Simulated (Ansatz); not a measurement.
Reaction (ligand exchange at a Ge–C bond): `C=[C](C)[GeH3]` + `NB(O)Cl` → `OB(Cl)[NH][GeH3]` + `C=CC`

Gas-phase electronic energies from Ansatz, PBE0-D4/def2-TZVP geometries. CCSD(T)/CBS adds triple-zeta CCSD(T) − MP2 to the extrapolated MP2 energy (def2 sets, frozen cores). Functionals use def2-TZVPP. HSE06 is defined as in plane-wave codes. For Ge outer-core shells are correlated without core-valence functions, which leaves a few kJ/mol of doubt a bond. Scalar relativity is left out up to krypton. One conformer a species, not always the lowest.

```json
{"level": "LDA (SPW92)", "ΔE (kJ/mol)": "1.2", "difference from CCSD(T)/CBS": "8.9"}
{"level": "revPBE-D4", "ΔE (kJ/mol)": "-1.8", "difference from CCSD(T)/CBS": "5.9"}
{"level": "BLYP-D4", "ΔE (kJ/mol)": "-6.0", "difference from CCSD(T)/CBS": "1.7"}
{"level": "r2SCANh-D4", "ΔE (kJ/mol)": "-5.5", "difference from CCSD(T)/CBS": "2.2"}
{"level": "HSE06-D4", "ΔE (kJ/mol)": "-3.6", "difference from CCSD(T)/CBS": "4.1"}
{"level": "ωB97M-V", "ΔE (kJ/mol)": "-8.0", "difference from CCSD(T)/CBS": "-0.3"}
{"level": "B2PLYP", "ΔE (kJ/mol)": "-8.7", "difference from CCSD(T)/CBS": "-1.0"}
{"level": "PBE-QIDH", "ΔE (kJ/mol)": "-6.7", "difference from CCSD(T)/CBS": "1.0"}
{"level": "BLYP", "ΔE (kJ/mol)": "-6.1", "difference from CCSD(T)/CBS": "1.6"}
{"level": "HSE06", "ΔE (kJ/mol)": "-3.6", "difference from CCSD(T)/CBS": "4.1"}
{"level": "BHLYP", "ΔE (kJ/mol)": "-11.2", "difference from CCSD(T)/CBS": "-3.5"}
{"level": "MP2/def2-SVP", "ΔE (kJ/mol)": "-12.5", "difference from CCSD(T)/CBS": "-4.8"}
{"level": "HF/def2-TZVPP", "ΔE (kJ/mol)": "-17.9", "difference from CCSD(T)/CBS": "-10.2"}
{"level": "SCS-MP2/def2-TZVPP", "ΔE (kJ/mol)": "-10.6", "difference from CCSD(T)/CBS": "-2.9"}
{"level": "CCSD/def2-TZVPP", "ΔE (kJ/mol)": "-10.1", "difference from CCSD(T)/CBS": "-2.4"}
{"level": "CCSD(T)/def2-TZVPP", "ΔE (kJ/mol)": "-9.0", "difference from CCSD(T)/CBS": "-1.3"}
{"level": "CCSD(T)/CBS", "ΔE (kJ/mol)": "-7.7", "difference from CCSD(T)/CBS": "0"}
```

Largest T1 diagnostic among the species: 0.012.

In def2-TZVPP, CCSD(T) changes the Hartree–Fock value by +8.9 kJ/mol (the triples alone add +1.1 kJ/mol) and MP2 by +10.6 kJ/mol. Leaving LDA and LC-ωPBE aside and taking each functional with its dispersion term where it has one, the values, not all of them listed here, spread over 10.1 kJ/mol, from BHLYP-D4 to PBE-D4.

CCSD(T)/CBS has its own doubt, a few kJ/mol and more with outer-core shells, so smaller differences from it don't rank the levels.
